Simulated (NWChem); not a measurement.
Cl2 anion, doublet

Computed with NWChem. Spin-unrestricted. Sets without diffuse functions describe the anion's extra electron poorly. No stability test was run on the SCF state. Each level has its own optimisation; frequencies are unscaled.

| level | basis functions | highest harmonic frequency (cm⁻¹) | zero-point energy (kcal/mol) | relative time |
|---|---|---|---|---|
| PBE0/cc-pVDZ | 36 | 225 | 0.3 | 1 |
| PBE0/aug-cc-pVDZ | 54 | 223 | 0.3 | 2 |
| PBE0/cc-pVTZ | 68 | 228 | 0.3 | 3 |
| PBE0/aug-cc-pVTZ | 100 | 222 | 0.3 | 4 |

Relative times are rough (shared machine, one core).
